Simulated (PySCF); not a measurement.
H7ClOSi3 (SMILES O[Si]([SiH3])([SiH3])Cl), singlet, at a GFN2-xTB geometry; HF/6-31G, polarisability by finite fields in PySCF.

Here is a job for PySCF.
```python
from pyscf import gto, scf

mol = gto.Mole()
mol.atom = '''
    O    -0.342046    1.194785   -1.374766
    Si   -0.044832    0.116509   -0.180392
    Si    2.224318   -0.263256   -0.496270
    Si   -1.647471   -1.573718   -0.200466
    Cl   -0.342425    1.169741    1.592243
    H    -1.110890    1.759891   -1.404881
    H     2.770810   -1.080850    0.592748
    H     3.059785    0.939095   -0.578011
    H     2.432104   -1.014261   -1.738129
    H    -3.035452   -1.112373   -0.054283
    H    -1.411437   -2.548670    0.866252
    H    -1.595545   -2.300200   -1.473910
'''
mol.basis = '6-31g'
mol.charge = 0
mol.spin = 0
mol.verbose = 4
mol.build()

mf = scf.RHF(mol)
mf.conv_tol = 1e-11
mf.kernel()
h0, z, done = mf.get_hcore(), mol.intor('int1e_r')[2], []
def energy(F):
    f = mf.copy()
    f.scf_summary = {}
    f.get_hcore = lambda *a: h0 + F * z
    e = f.kernel(mf.make_rdm1())
    done.append(f.converged)
    return e
F = 0.005
alpha = -(energy(F) + energy(-F) - 2 * mf.e_tot) / F**2
print('alpha_zz =', alpha)
```

It wrote (shortened):

```
PySCF version 2.14.0

[INPUT] verbose = 4
[INPUT] num. atoms = 12
[INPUT] num. electrons = 74
[INPUT] charge = 0
[INPUT] spin (= nelec alpha-beta = 2S) = 0
[INPUT] symmetry False subgroup None
[INPUT] Mole.unit = angstrom
[INPUT] Symbol           X                Y                Z      unit          X                Y                Z       unit  Magmom
[...]
nuclear repulsion = 433.850538181213
number of shells = 47
number of NR pGTOs = 234
number of NR cGTOs = 75
basis = 6-31g
ecp = {}

******** <class 'pyscf.scf.hf.RHF'> ********
method = RHF
initial guess = minao
damping factor = 0
level_shift factor = 0
DIIS = <class 'pyscf.scf.diis.CDIIS'>
diis_start_cycle = 1
diis_space = 8
diis_damp = 0
SCF conv_tol = 1e-11
SCF conv_tol_grad = None
SCF max_cycles = 50
direct_scf = True
direct_scf_tol = 1e-13
Set gradient conv threshold to 3.16228e-06
Initial guess from minao.
init E= -1405.26658703094
[...]
cycle= 1 E= -1404.9604118835  delta_E= 0.306  |g|= 0.529  |ddm|= 2.98
[...]
cycle= 2 E= -1405.02912767949  delta_E= -0.0687  |g|= 0.293  |ddm|= 1.07
[...]
cycle= 3 E= -1405.04686498733  delta_E= -0.0177  |g|= 0.0477  |ddm|= 0.338
[...]
cycle= 4 E= -1405.04772611485  delta_E= -0.000861  |g|= 0.0115  |ddm|= 0.103
[...]
cycle= 5 E= -1405.04779404067  delta_E= -6.79e-05  |g|= 0.00222  |ddm|= 0.0327
[...]
cycle= 6 E= -1405.04779794598  delta_E= -3.91e-06  |g|= 0.000533  |ddm|= 0.0114
[...]
cycle= 7 E= -1405.04779818426  delta_E= -2.38e-07  |g|= 0.00014  |ddm|= 0.0026
[...]
cycle= 8 E= -1405.04779820134  delta_E= -1.71e-08  |g|= 2.73e-05  |ddm|= 0.000601
[...]
cycle= 9 E= -1405.04779820202  delta_E= -6.82e-10  |g|= 6.49e-06  |ddm|= 0.00011
[...]
cycle= 10 E= -1405.04779820206  delta_E= -4.05e-11  |g|= 1.37e-06  |ddm|= 3.35e-05
[...]
cycle= 11 E= -1405.04779820207  delta_E= -5e-12  |g|= 2.96e-07  |ddm|= 6.72e-06
[...]
Extra cycle  E= -1405.04779820207  delta_E= 3.18e-12  |g|= 1.37e-07  |ddm|= 7.86e-07
converged SCF energy = -1405.04779820207

******** <class 'pyscf.scf.hf.RHF'> ********
method = RHF
initial guess = minao
damping factor = 0
level_shift factor = 0
DIIS = <class 'pyscf.scf.diis.CDIIS'>
diis_start_cycle = 1
diis_space = 8
diis_damp = 0
SCF conv_tol = 1e-11
SCF conv_tol_grad = None
SCF max_cycles = 50
direct_scf = True
direct_scf_tol = 1e-13
Overwritten attributes  get_hcore  of <class 'pyscf.scf.hf.RHF'>
Set gradient conv threshold to 3.16228e-06
init E= -1405.04531515422
[...]
cycle= 1 E= -1405.04616709506  delta_E= -0.000852  |g|= 0.0104  |ddm|= 0.163
[...]
cycle= 2 E= -1405.04620826863  delta_E= -4.12e-05  |g|= 0.00473  |ddm|= 0.0231
[...]
cycle= 3 E= -1405.04621498692  delta_E= -6.72e-06  |g|= 0.00166  |ddm|= 0.00658
[...]
cycle= 4 E= -1405.04621634909  delta_E= -1.36e-06  |g|= 0.000385  |ddm|= 0.00413
[...]
cycle= 5 E= -1405.04621642766  delta_E= -7.86e-08  |g|= 0.000101  |ddm|= 0.0011
[...]
cycle= 6 E= -1405.04621643631  delta_E= -8.65e-09  |g|= 1.56e-05  |ddm|= 0.00043
[...]
cycle= 7 E= -1405.04621643654  delta_E= -2.33e-10  |g|= 2.16e-06  |ddm|= 6.71e-05
[...]
cycle= 8 E= -1405.04621643654  delta_E= 2.27e-12  |g|= 5.08e-07  |ddm|= 8.62e-06
[...]
Extra cycle  E= -1405.04621643655  delta_E= -1.05e-11  |g|= 2.13e-07  |ddm|= 1.38e-06
converged SCF energy = -1405.04621643655

******** <class 'pyscf.scf.hf.RHF'> ********
method = RHF
initial guess = minao
damping factor = 0
level_shift factor = 0
DIIS = <class 'pyscf.scf.diis.CDIIS'>
diis_start_cycle = 1
diis_space = 8
diis_damp = 0
SCF conv_tol = 1e-11
SCF conv_tol_grad = None
SCF max_cycles = 50
direct_scf = True
direct_scf_tol = 1e-13
Set gradient conv threshold to 3.16228e-06
init E= -1405.0502812499
[...]
cycle= 1 E= -1405.05113065847  delta_E= -0.000849  |g|= 0.0103  |ddm|= 0.16
[...]
cycle= 2 E= -1405.05117127087  delta_E= -4.06e-05  |g|= 0.00476  |ddm|= 0.0231
[...]
cycle= 3 E= -1405.05117790205  delta_E= -6.63e-06  |g|= 0.00167  |ddm|= 0.00646
[...]
cycle= 4 E= -1405.05117925549  delta_E= -1.35e-06  |g|= 0.00037  |ddm|= 0.00416
[...]
cycle= 5 E= -1405.05117932816  delta_E= -7.27e-08  |g|= 9.62e-05  |ddm|= 0.00102
[...]
cycle= 6 E= -1405.05117933572  delta_E= -7.56e-09  |g|= 1.51e-05  |ddm|= 0.000387
[...]
cycle= 7 E= -1405.05117933591  delta_E= -1.93e-10  |g|= 2.16e-06  |ddm|= 6.07e-05
[...]
cycle= 8 E= -1405.05117933593  delta_E= -1.5e-11  |g|= 5.26e-07  |ddm|= 8.54e-06
[...]
cycle= 9 E= -1405.05117933591  delta_E= 1.23e-11  |g|= 1.54e-07  |ddm|= 1.92e-06
[...]
cycle= 10 E= -1405.05117933591  delta_E= 1.82e-12  |g|= 3.98e-08  |ddm|= 6.14e-07
[...]
Extra cycle  E= -1405.05117933592  delta_E= -5.46e-12  |g|= 1.81e-08  |ddm|= 1.09e-07
converged SCF energy = -1405.05117933592
alpha_zz = 71.97473340056604
```
